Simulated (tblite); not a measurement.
Species: C₇H₁₈BP.
Numbering: `[BH3-:1][P@@H+:2]1[CH2:3][CH2:4][C@H:5]1[C:6]([CH3:7])([CH3:8])[CH3:9]` (hydrogens: H10, H11, H12 on B1; H13 on P2; H14, H15 on C3; H16, H17 on C4; H18 on C5; H19, H20, H21 on C7; H22, H23, H24 on C8; H25, H26, H27 on C9)

Computed with GFN2-xTB (tblite), gas phase: L-BFGS steps from a force-field or distance-geometry start until the largest atomic force falls under 0.01 eV/Å.

Step 13: E = -759.5276 eV
```
atom  x, y, z in Å  |  force x, y, z in eV/Å
B1      2.7842   -0.8151    1.1988   -0.063   0.018  -0.081
P2      1.7072   -0.1723   -0.2771    0.098  -0.245   0.095
C3      1.8150    1.4109   -1.2553   -0.029  -0.110   0.020
C4      0.3078    1.2696   -1.5430    0.018   0.173  -0.051
C5      0.0084    0.5949   -0.1867    0.224   0.018  -0.045
C6     -1.2315   -0.2122    0.2293    0.147   0.056  -0.080
C7     -2.4295    0.7352    0.3712   -0.018   0.023  -0.050
C8     -0.8917   -0.8278    1.5994   -0.002   0.025   0.001
C9     -1.5484   -1.3055   -0.7900   -0.046  -0.110  -0.099
H10     3.1543    0.1582    1.7470    0.072   0.307   0.135
H11     2.0519   -1.4640    1.8561   -0.187  -0.131   0.084
H12     3.6536   -1.4644    0.7413    0.202  -0.032  -0.243
H13     1.4907   -1.0206   -1.3851    0.061   0.058   0.197
H14     2.5128    1.5294   -2.0874   -0.188  -0.223   0.024
H15     2.0017    2.2202   -0.5403   -0.024  -0.029  -0.092
H16    -0.2107    2.1974   -1.7563   -0.176   0.226   0.083
H17     0.1575    0.5995   -2.3881   -0.082  -0.105   0.040
H18     0.1367    1.3928    0.5564   -0.057  -0.002   0.127
H19    -3.3289    0.1786    0.6167   -0.022  -0.103   0.039
H20    -2.6227    1.2746   -0.5531    0.085  -0.005  -0.066
H21    -2.2615    1.4646    1.1588    0.072   0.012   0.039
H22    -0.2015   -0.1858    2.1444   -0.056   0.030   0.015
H23    -0.4102   -1.7959    1.4947    0.029  -0.021  -0.131
H24    -1.7748   -0.9587    2.2182   -0.136  -0.029  -0.096
H25    -2.1915   -2.0777   -0.3777   -0.073   0.060   0.202
H26    -0.6369   -1.7980   -1.1217    0.077   0.014   0.011
H27    -2.0619   -0.9015   -1.6583    0.074   0.125  -0.079
```

Step 14: E = -759.5505 eV
```
atom  x, y, z in Å  |  force x, y, z in eV/Å
B1      2.7979   -0.8105    1.2083   -0.083  -0.029  -0.093
P2      1.7042   -0.1776   -0.2718    0.190  -0.032   0.192
C3      1.8129    1.4036   -1.2609    0.009  -0.049   0.011
C4      0.3026    1.2815   -1.5315    0.076   0.141  -0.167
C5      0.0080    0.5935   -0.1851    0.124   0.062   0.005
C6     -1.2321   -0.2143    0.2261    0.065   0.020   0.018
C7     -2.4297    0.7357    0.3699   -0.003   0.026  -0.053
C8     -0.8981   -0.8330    1.5983    0.006   0.010  -0.001
C9     -1.5496   -1.3086   -0.7922   -0.039  -0.095  -0.090
H10     3.1677    0.1596    1.7695    0.011   0.234   0.055
H11     2.0632   -1.4719    1.8581   -0.115  -0.086   0.050
H12     3.6710   -1.4557    0.7401    0.120   0.022  -0.198
H13     1.4886   -1.0233   -1.3750    0.043   0.003   0.136
H14     2.4973    1.4977   -2.1092   -0.195  -0.200   0.078
H15     2.0112    2.2323   -0.5721    0.035  -0.097  -0.040
H16    -0.2059    2.2184   -1.7367   -0.165   0.160   0.117
H17     0.1520    0.6239   -2.3805   -0.173  -0.197  -0.097
H18     0.1238    1.3981    0.5497   -0.001  -0.020   0.244
H19    -3.3352    0.1853    0.6182    0.062  -0.066   0.001
H20    -2.6129    1.2737   -0.5583    0.045  -0.008  -0.021
H21    -2.2548    1.4660    1.1578    0.049  -0.025  -0.010
H22    -0.2143   -0.1870    2.1495   -0.089  -0.004  -0.001
H23    -0.4086   -1.7988    1.4905    0.008   0.029  -0.110
H24    -1.7866   -0.9737    2.2117   -0.058  -0.012  -0.147
H25    -2.1985   -2.0769   -0.3814   -0.079   0.072   0.199
H26    -0.6394   -1.8080   -1.1165    0.090   0.017   0.004
H27    -2.0547   -0.9034   -1.6645    0.067   0.121  -0.083
```

Step 15: E = -759.5686 eV
```
atom  x, y, z in Å  |  force x, y, z in eV/Å
B1      2.8071   -0.8071    1.2142   -0.040  -0.045  -0.038
P2      1.7044   -0.1825   -0.2655    0.185   0.171   0.209
C3      1.8110    1.3968   -1.2640    0.021  -0.002  -0.010
C4      0.2997    1.2925   -1.5253    0.064   0.045  -0.174
C5      0.0105    0.5940   -0.1836   -0.001   0.089   0.049
C6     -1.2310   -0.2154    0.2232   -0.006  -0.009   0.059
C7     -2.4294    0.7362    0.3683    0.033   0.009  -0.044
C8     -0.9028   -0.8367    1.5969    0.003  -0.004  -0.030
C9     -1.5506   -1.3118   -0.7951   -0.009  -0.031  -0.042
H10     3.1776    0.1649    1.7871   -0.062   0.092  -0.047
H11     2.0692   -1.4792    1.8600   -0.017  -0.023  -0.004
H12     3.6857   -1.4483    0.7349    0.014   0.091  -0.126
H13     1.4883   -1.0262   -1.3649    0.032  -0.042   0.091
H14     2.4814    1.4693   -2.1238   -0.138  -0.164   0.070
H15     2.0178    2.2394   -0.5964    0.090  -0.129   0.008
H16    -0.2055    2.2371   -1.7196   -0.105   0.048   0.127
H17     0.1453    0.6383   -2.3751   -0.226  -0.185  -0.143
H18     0.1144    1.4018    0.5493    0.049  -0.049   0.283
H19    -3.3382    0.1883    0.6194    0.128  -0.026  -0.035
H20    -2.6042    1.2726   -0.5630    0.005  -0.005   0.012
H21    -2.2485    1.4664    1.1570    0.023  -0.050  -0.052
H22    -0.2253   -0.1876    2.1533   -0.103  -0.026  -0.003
H23    -0.4073   -1.8001    1.4845   -0.007   0.061  -0.079
H24    -1.7970   -0.9847    2.2033    0.003  -0.005  -0.174
H25    -2.2050   -2.0741   -0.3794   -0.062   0.093   0.150
H26    -0.6395   -1.8152   -1.1126    0.063   0.014   0.003
H27    -2.0479   -0.9022   -1.6707    0.065   0.083  -0.060
```

Task: Estimate the geometry and energy of step 16. (The exact step hangs on the optimiser's Hessian estimate; all steps are aligned on step 15, rigid shifts and turns removed.)

Result: E = -759.5843 eV, largest force 0.333 eV/Å
```
atom  x, y, z in Å  |  force x, y, z in eV/Å
B1      2.8135   -0.8047    1.2180    0.019  -0.036   0.032
P2      1.7072   -0.1840   -0.2576    0.096   0.284   0.144
C3      1.8091    1.3907   -1.2657    0.008   0.024  -0.037
C4      0.2981    1.3015   -1.5232   -0.006  -0.070  -0.091
C5      0.0133    0.5965   -0.1813   -0.092   0.085   0.075
C6     -1.2293   -0.2159    0.2209   -0.035  -0.013   0.042
C7     -2.4280    0.7366    0.3661    0.067  -0.014  -0.031
C8     -0.9065   -0.8393    1.5946   -0.004  -0.012  -0.065
C9     -1.5512   -1.3146   -0.7982    0.027   0.047   0.016
H10     3.1841    0.1712    1.8000   -0.118  -0.046  -0.129
H11     2.0729   -1.4854    1.8613    0.070   0.032  -0.053
H12     3.6975   -1.4405    0.7275   -0.075   0.144  -0.056
H13     1.4894   -1.0296   -1.3547    0.032  -0.051   0.094
H14     2.4656    1.4428   -2.1337   -0.035  -0.120   0.015
H15     2.0238    2.2425   -0.6148    0.130  -0.123   0.044
H16    -0.2076    2.2529   -1.7035   -0.025  -0.081   0.107
H17     0.1360    0.6455   -2.3727   -0.239  -0.101  -0.108
H18     0.1080    1.4038    0.5549    0.080  -0.078   0.254
H19    -3.3376    0.1892    0.6197    0.153   0.001  -0.060
H20    -2.5968    1.2715   -0.5669   -0.029   0.004   0.026
H21    -2.2427    1.4657    1.1556    0.003  -0.053  -0.073
H22    -0.2358   -0.1882    2.1561   -0.098  -0.034   0.009
H23    -0.4062   -1.7999    1.4773   -0.007   0.066  -0.048
H24    -1.8060   -0.9931    2.1926    0.031  -0.011  -0.169
H25    -2.2111   -2.0692   -0.3739   -0.030   0.116   0.074
H26    -0.6383   -1.8206   -1.1096    0.013   0.010   0.010
H27    -2.0409   -0.8991   -1.6767    0.065   0.030  -0.020
```

The energy changes by -0.0157 eV. The first-order estimate −F·Δx gives -0.0215 eV and the mean of the old and new forces, exact on a quadratic surface, -0.0157 eV. The step makes an angle of 65° with the force vector and moves no atom by more than 0.032 Å.

What follows is the cost of the whole relaxation. Time: 0.91 s wall. Hardware: one thread, Arm Neoverse V1 (aarch64) (shared host).
